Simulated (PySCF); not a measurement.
Splitting trees

Mapped SMILES: `[N:1]#[C:2][c:3]1[cH:4][c:5]([F:6])[cH:7][n:8][n:9]1`. Each H is labelled by its parent atom.

Method: NMR shieldings at PBE0/pcSseg-1/GIAO, couplings computed with B3LYP/pcJ-1 (spin–dipole term only in couplings to heteroatoms), geometry: GFN2-xTB, in PySCF (non-relativistic Hamiltonian, one computed conformer, no solvent).

Shifts are taken against calculated references (same method and geometry level): 13C (186.93 ppm) and 1H (31.72 ppm) against TMS; CFCl3 for 19F (170.95 ppm).

Spectrometer: 400 MHz for 1H. First-order analysis; couplings under 1 Hz (under 4 Hz in carbon signals) are ignored, and nearly equal couplings are merged; the smaller ones broaden or split the lines further.

Q: What pattern does C7 show in the proton-coupled 13C spectrum?

A: A doublet of doublets at δ 146.7: 199.5 Hz to H(C7) (1 × 1H, 1 bond away), 4.2 Hz to F6 (1 × 19F, 2 bonds away). Lines in Hz from the centre (relative intensity): +101.8 (1), +97.7 (1), -97.7 (1), -101.8 (1). The outer lines are 203.7 Hz apart, the sum of the couplings kept, or 2.025 ppm at this field.

Q: What pattern does C2 show in the proton-coupled 13C spectrum?

A: A doublet at δ 121.2: 4.0 Hz to H(C4) (1 × 1H, 3 bonds away). Lines in Hz from the centre (relative intensity): +2.0 (1), -2.0 (1). The outer lines are 4.0 Hz apart, the sum of the couplings kept, or 0.040 ppm at this field.

Q: What pattern does H(C4) show (1H)?

A: A doublet of doublets at δ 7.63: 9.5 Hz to F6 (1 × 19F, 3 bonds away), 3.0 Hz to H(C7) (1 × 1H, 4 bonds away). Lines in Hz from the centre (relative intensity): +6.2 (1), +3.2 (1), -3.2 (1), -6.2 (1). The outer lines are 12.5 Hz apart, the sum of the couplings kept, or 0.031 ppm at this field.

Q: What pattern does F6 show (19F)?

A: A doublet of doublets at δ -122.2: 9.5 Hz to H(C4) (1 × 1H, 3 bonds away), 1.3 Hz to H(C7) (1 × 1H, 3 bonds away). Lines in Hz from the centre (relative intensity): +5.4 (1), +4.1 (1), -4.1 (1), -5.4 (1). The outer lines are 10.8 Hz apart, the sum of the couplings kept, or 0.029 ppm at this field.
